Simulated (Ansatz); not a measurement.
System: sum formula SiNHF₃ (charge 0, doublet). It need not be the lowest isomer of its formula. 
Structure (B3LYP-D3(BJ)/def2-TZVP (Ansatz, a quantum-chemistry and plane-wave program) minimum search):
SMILES: [NH][Si](F)(F)F
```xyz
6

N      1.5498     0.3290    -0.7276
Si     0.0119     0.0097    -0.0115
F     -0.5048    -1.4378    -0.3748
F      0.0657     0.1545     1.5602
F     -1.0404     1.0457    -0.5537
H      2.2995    -0.2995    -0.4315
```
Charge 0, spin multiplicity 2.

Dipole moments at this geometry, in debye (magnitudes).

```
level                    program  dipole (D)
-----------------------  -------  ----------
revPBE/def2-TZVPD         Ansatz        1.68
r2SCAN/def2-TZVPD         Ansatz        1.75
BHLYP/def2-TZVPD          Ansatz        1.88
r2SCANh/def2-TZVPD        Ansatz        1.78
r2SCAN0/def2-TZVPD        Ansatz        1.83
CAM-B3LYP/def2-TZVPD      Ansatz        1.83
wB97M-V/def2-TZVPD        Ansatz        1.81
wB97X-V/def2-TZVPD        Ansatz        1.81
CCSD(T)/aug-cc-pV(D+d)Z   Ansatz        1.81
```
